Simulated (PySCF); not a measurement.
# Correlation energy of Ce (cerium, neutral)

[Xe] 5d2 6s2, high-spin 3F determinant (an excited configuration). All numbers are calculated (PySCF 2.14, scalar relativity by spin-free X2C-1e, in ANO-RCC-VTZP (8s7p5d3f2g1h, 104 functions)). Frozen: [Kr] 4d10; 12 electrons correlated.

```
  level  correlation energy (mhartree)
   CCSD                        -316.62
    (T)                         -18.61
CCSD(T)                        -335.23
```

Diagnostics: T1 = 0.025, D1 = 0.1006, largest double amplitude 0.082.

**Question.** Is a single reference adequate?

**Answer.** Mostly. T1 lies below 0.03, but a double amplitude of this size points to a near-degeneracy that CCSD handles and MP2 describes poorly.
